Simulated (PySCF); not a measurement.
BFHO, SMILES [OH+]=BF, charge +1.

The structure is a stationary point at B3LYP-D3(BJ)/def2-TZVP. A frequency run showed that this geometry is not a minimum. The isomer is the one that the SMILES or the coordinates give; other isomers of the formula were not compared.

The numbers are results of B3LYP-D3(BJ)/def2-TZVP (PySCF), not measurements.

No scaling factor is applied to the harmonic values.

Modes within 1.5 cm⁻¹ of each other (mostly degenerate sets) share a row, with their intensities summed.

Computed normal modes with their intensities:
```csv
mode,ν (cm⁻¹),IR (km/mol),moving atoms (share of kinetic energy)
1–2,306i,546.7,"H 80 %, O 16 %"
3–4,459,72.5,"B 72 %, F 12 %, H 10 %"
5,1074,11.8,"F 52 %, O 43 %"
6,2159,500.3,"B 76 %, O 15 %"
7,3783,913.0,H 92 %
```
